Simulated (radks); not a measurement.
Species: Nb2+. Configuration: [Kr] 4d2 5p1 (not the ground configuration). Calculated with a radial shooting solver on a logarithmic mesh with Libxc functionals: scalar-relativistic Kohn-Sham, BLYP, spin-polarised, spherical densities, finite nucleus; open shells are filled with parallel spins first (spin-orbit coupling, left out, can overturn this in heavy ions); Fermi nuclear charge, rms radius 4.324 fm.

Local quantities along the radius. ELF = 1/(1 + alpha^2) is the electron localisation function; alpha = (tau - tau_W)/tau_unif compares the Pauli kinetic energy density with that of the uniform gas (summed over spins); 4 pi r^2 rho is in e/bohr; -r V(r) is the screened charge that the Kohn-Sham potential of spin up presents (atomic units). tau is taken from the large components.

| r (bohr) | ELF | alpha | 4 pi r^2 rho | -r V(r) |
|---|---|---|---|---|
| 0.001885 | 1.000 | 0.02145 | 2.378 | 40.69 |
| 0.002513 | 1.000 | 0.02227 | 3.913 | 40.57 |
| 0.003352 | 0.999 | 0.02392 | 6.327 | 40.41 |
| 0.004471 | 0.999 | 0.02676 | 10.000 | 40.20 |
| 0.006011 | 0.999 | 0.03164 | 15.50 | 39.91 |
| 0.008018 | 0.998 | 0.03972 | 22.79 | 39.53 |
| 0.01069 | 0.997 | 0.05408 | 31.74 | 39.04 |
| 0.01426 | 0.993 | 0.08166 | 41.17 | 38.40 |
| 0.01902 | 0.981 | 0.1403 | 48.77 | 37.59 |
| 0.02537 | 0.928 | 0.2790 | 51.74 | 36.56 |
| 0.03384 | 0.723 | 0.6196 | 49.07 | 35.28 |
| 0.04514 | 0.391 | 1.248 | 44.38 | 33.71 |
| 0.0602 | 0.321 | 1.454 | 45.19 | 31.82 |
| 0.08029 | 0.555 | 0.8957 | 54.76 | 29.65 |
| 0.1071 | 0.760 | 0.5613 | 63.46 | 27.13 |
| 0.144 | 0.697 | 0.6596 | 57.07 | 24.20 |
| 0.192 | 0.344 | 1.380 | 42.24 | 21.09 |
| 0.2561 | 0.362 | 1.329 | 40.47 | 17.85 |
| 0.3416 | 0.709 | 0.6406 | 47.80 | 14.66 |
| 0.4556 | 0.763 | 0.5566 | 39.48 | 11.67 |
| 0.6077 | 0.426 | 1.162 | 19.91 | 9.156 |
| 0.8105 | 0.217 | 1.899 | 10.82 | 7.108 |
| 1.081 | 0.704 | 0.6479 | 10.20 | 5.597 |
| 1.442 | 0.753 | 0.5730 | 7.053 | 4.355 |
| 1.923 | 0.370 | 1.305 | 2.885 | 3.509 |
| 2.586 | 0.140 | 2.483 | 1.011 | 3.021 |
| 3.448 | 0.239 | 1.784 | 0.4958 | 2.762 |
| 4.599 | 0.242 | 1.770 | 0.1834 | 2.531 |
| 6.134 | 0.059 | 4.010 | 0.03002 | 2.349 |
| 8.182 | 0.002 | 21.85 | 0.001601 | 2.222 |

On this mesh the ELF has minima near r = 0.052, 0.22, 0.81, 2.6 bohr, which separate the shells, and maxima near 0.12 (0.77), 0.39 (0.77), 1.2 (0.79), 4.0 (0.28).
